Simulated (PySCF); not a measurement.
F2Sn, charge -1, doublet, at a GFN2-xTB geometry (such geometries of metal compounds can be far from the true shape) (a state made from the parent by changing its charge; the spin is typed, not shown lowest) (core potentials on Sn). Base run: WB97X/def2-SVP run with PySCF.

Input for PySCF:
```python
from pyscf import gto, scf, dft

mol = gto.Mole()
mol.atom = '''
    Sn    0.01391959   -0.00751882    0.33026563
    F     0.87048971    1.67444647   -0.91807744
    F    -0.94782076   -1.63267523   -0.91673164
'''
mol.basis = 'def2-svp'
mol.ecp = {'Sn': 'def2-svp'}
mol.charge = -1
mol.spin = 1
mol.verbose = 4
mol.build()

mf = dft.UKS(mol)
mf.xc = 'wb97x'
mf.kernel()
```

Variants of this job, named by their change:

| change | ΔE vs base (µEh) | grid points | electrons on the grid | outcome |
|---|---|---|---|---|
| base | 0.0 | 50488 | 41.00003 | converged |
| grids.radi_method = mura_knowles | 103 | 46728 | 41.00003 | converged |
| grids.prune = dft.gen_grid.sg1_prune | - | - | - | input refused |
| grids.radi_method = gauss_chebyshev | 458 | 48856 | 41.00003 | converged |
| grids.level = 7 | 119 | 269040 | 41.00000 | converged |
| grids.level = 2 | -411 | 37256 | 41.00008 | converged |
| grids.atom_grid = (150, 974) | 119 | 231184 | 41.00000 | converged |
| grids.prune = dft.gen_grid.treutler_prune | 0.3 | 46920 | 41.00003 | converged |
| grids.atom_grid = (50, 194) | -5293 | 19408 | 40.99953 | converged |
| grids.level = 4 | 96.1 | 89800 | 41.00000 | converged |
| grids.radi_method = delley | 105 | 51160 | 41.00003 | converged |

Open shells are given as the SCF converged; they aren't shown to be the lowest states, and a large step between rows can be another state.

- grids.prune = dft.gen_grid.sg1_prune: ended with `IndexError: index 50 is out of bounds for axis 0 with size 19`
